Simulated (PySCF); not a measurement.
Ionisation energy of Mg+ by level of theory

Mg+ [Ne] 3s1 (2S) → Mg(2+) [Ne] (1S), as a difference of total energies. Computed with PySCF 2.14 in cc-pVTZ-DK (5s4p2d1f, 34 functions), with the spin-free X2C one-electron Hamiltonian (Gaussian nucleus). The calculations carry no spin-orbit coupling.

```csv
method,ionisation energy (eV),error (eV)
UHF,14.745,-0.290
M06-L,14.285,-0.750
r2SCAN,15.043,+0.008
```

Reference: 15.035 eV (measured; NIST Atomic Spectra Database, ionization energies).
